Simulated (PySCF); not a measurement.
Orbital picture of BeH⁺

revPBE at R = 1.322 Å; Be pcseg-2, H pcseg-2; no relativity (PySCF 2.14). State: ¹Σ⁺ (singlet), closed shell. Only the outer orbitals are listed, counted within each symmetry.

```tsv
orbital	occ.	ε (eV)	on Be (%)	main shells (%)
2σ	2	-15.84	53	47 H s, 40 Be s, 12 Be p
3σ	0	-11.49	93	48 Be s, 45 Be p
1π	0	-9.10	99	99 Be p
1π	0	-9.10	99	99 Be p
```

Which are the highest filled and the lowest empty level, where do they sit, and how wide is the gap?

Highest filled 2σ at -15.84 eV (in %: 47 H s, 40 Be s, 12 Be p); lowest empty 3σ at -11.49 eV (in %: 48 Be s, 45 Be p); the gap at revPBE is 4.35 eV.

```json
{"bond order (Mayer)": "1.00", "⟨S²⟩": "0.000", "charge on Be (Mulliken, basis-dependent)": "0.95", "charge on Be (Löwdin, basis-dependent)": "1.07", "dipole moment (positive dipole points towards H; it is taken about the centre of mass and depends on that origin)": "-2.84 D"}
```
